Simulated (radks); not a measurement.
Species: neutral tin. Configuration: [Kr] 4d10 5s2 5p2.

All-electron calculation, Dirac Kohn-Sham, PBE, spin-unpolarised, spherical densities, point nucleus; open shells fill j = l - 1/2 first. Program: a radial shooting solver on a logarithmic mesh with Libxc functionals.

Energy parts (eV):
part                       energy
total                 -168139.787
kinetic                177053.177
electron-nucleus      -408173.192
Hartree                 67476.508
exchange-correlation    -4496.281

Orbitals (lengths in bohr, moments of r in powers of bohr; <r^-3> diverges for s and p1/2):
| orbital | occ. | eigenvalue (eV) | <r> | <r^-3> | small-component weight |
|---|---|---|---|---|---|
| 1s1/2 | 2 | -28994.80 | 0.02905 | - | 3.37e-02 |
| 2s1/2 | 2 | -4375.566 | 0.1251 | - | 7.14e-03 |
| 2p1/2 | 2 | -4086.980 | 0.1058 | - | 7.16e-03 |
| 2p3/2 | 4 | -3856.343 | 0.1112 | 4301 | 6.83e-03 |
| 3s1/2 | 2 | -844.1409 | 0.3391 | - | 2.06e-03 |
| 3p1/2 | 2 | -726.9466 | 0.3299 | - | 2.01e-03 |
| 3p3/2 | 4 | -684.8311 | 0.3411 | 800.6 | 1.92e-03 |
| 3d3/2 | 4 | -477.7878 | 0.3125 | 125.7 | 1.80e-03 |
| 3d5/2 | 6 | -469.0951 | 0.3161 | 117.4 | 1.78e-03 |
| 4s1/2 | 2 | -133.4857 | 0.8186 | - | 5.56e-04 |
| 4p1/2 | 2 | -94.5354 | 0.8657 | - | 4.95e-04 |
| 4p3/2 | 4 | -86.9674 | 0.8955 | 143.8 | 4.68e-04 |
| 4d3/2 | 4 | -26.1127 | 1.091 | 15.45 | 3.22e-04 |
| 4d5/2 | 6 | -25.0722 | 1.106 | 14.25 | 3.14e-04 |
| 5s1/2 | 2 | -10.3213 | 2.405 | - | 7.06e-05 |
| 5p1/2 | 2 | -3.8307 | 3.170 | - | 3.94e-05 |
| 5p3/2 | 0 | -3.3956 | 3.332 | 8.094 | 3.55e-05 |

The highest occupied level is 5p1/2 at -3.831 eV. For comparison, the ionisation energy in NIST's Atomic Spectra Database is 7.344 eV (measured). In exact Kohn-Sham theory the highest level is minus the ionisation energy, but local and semilocal functionals leave it too shallow, through self-interaction and a potential that decays too fast; potentials with the right tail come closer. The density falls to 0.001 e/bohr^3 at r = 4.69 bohr.

Beside tabulated values, note that spin-unpolarised runs miss the spin-polarisation part of the exchange energy of open shells.
